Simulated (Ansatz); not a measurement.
Computed with Ansatz.

Basis-set series for `C[NH2+][Ga-]([F])([F])[F]`. Total charge 0; spin multiplicity 1. Geometry: relaxed with PBE0-D4/def2-TZVP. It is one conformer, not always the lowest.

```json
{"functional": "PBE0-D4", "basis": "def2-SVP", "functions": "127", "energy (Eh)": "-2319.22113", "HOMO (eV)": "-9.85", "LUMO (eV)": "-0.12"}
{"functional": "PBE0-D4", "basis": "def2-TZVPP", "functions": "273", "energy (Eh)": "-2319.95379", "HOMO (eV)": "-10.03", "LUMO (eV)": "-0.52"}
{"functional": "ωB97M-V", "basis": "def2-SVP", "functions": "127", "energy (Eh)": "-2319.63552", "HOMO (eV)": "-12.25", "LUMO (eV)": "1.60"}
{"functional": "ωB97M-V", "basis": "def2-TZVPP", "functions": "273", "energy (Eh)": "-2320.38008", "HOMO (eV)": "-12.43", "LUMO (eV)": "1.02"}
```

Problem. Give the rows for def2-QZVPP. (Best estimate.)

Solution. The calculation gave: 
```csv
functional,basis,functions,energy (Eh),HOMO (eV),LUMO (eV)
PBE0-D4,def2-QZVPP,524,-2320.02108,-10.08,-0.75
ωB97M-V,def2-QZVPP,524,-2320.44450,-12.48,0.59
```

Positive LUMOs are unbound and depend on the basis. Scalar relativity is left out up to krypton.
